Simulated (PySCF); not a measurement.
Two structures of SiH$_{3}$ClO$_{2}$, singlet, reached by relaxing down either side of one saddle point (PBE0-D4/def2-TZVP). Energies are electronic, without zero-point energy. Program: PySCF 2.14 with density fitting (its default auxiliary sets; JK sets also for MP2 and CCSD(T)). Basis: def2-TZVPP and def2-QZVPP. Cores are frozen in the correlated methods. Extrapolation: Hartree–Fock as exp(−7.88 √X), correlation as X^−2.97. First:

```tsv
atom	x (Å)	y (Å)	z (Å)
Si1	-0.2696	0.0941	0.2779
O2	1.3600	0.0365	0.2478
O3	-0.8011	1.0027	-0.9551
H4	-0.4723	0.8165	-1.8365
H5	-0.8163	0.6963	1.5015
Cl6	-0.9640	-1.8414	0.1632
H7	1.7888	-0.7517	0.5838
```

Second:

```csv
atom,x (Å),y (Å),z (Å)
Si1,-0.6813,0.2703,0.3983
O2,1.0324,0.1029,-0.4749
O3,-1.5166,0.5865,-0.8358
H4,0.6989,0.2229,-1.3840
H5,-0.3187,1.2172,1.4684
Cl6,-0.6616,-1.5919,1.2923
H7,1.4270,-0.7775,-0.4008
```

**Question.** Which bonds change from the first to the second?

**Answer.** SiH₃ClO₂ ([OH][SiH]([OH])[Cl]) → SiHClO ([O][SiH][Cl]) + H₂O (still joined by a long Si–O bond); bonds formed: O2–H4; bonds broken: O3–H4; bonds weakened to dative contacts: Si1–O2.

**Question.** Give the saddle point's structure and its height above each. (Judge from chemistry; the value comes from the calculation.)

**Answer.** The calculation gives: 224.6 kJ/mol above the first and 15.5 kJ/mol above the second (CCSD(T) at an estimated basis limit (MP2 extrapolated from triple and quadruple zeta, plus CCSD(T) − MP2 in triple zeta)).
```
7
angstrom
Si -0.5696 0.2396 0.3779
O 1.0999 0.0781 -0.3935
O -1.0926 0.6063 -1.0365
H 0.4117 0.2916 -1.2008
H -0.4195 1.1893 1.4910
Cl -0.9089 -1.5968 1.2161
H 1.4792 -0.8081 -0.4544
```

T1 diagnostic: at most 0.015.

Labels in which every atom is bracketed show which atoms are joined, not bond orders.

For scale, one of the runs: CCSD(T)/def2-TZVPP, 188 basis functions, launched by `OMP_NUM_THREADS=4 python run.py`. Hardware: 4 CPU threads of an Arm Neoverse V1, shared host. Wall time 7.2 min; peak host memory 2.1 GiB.
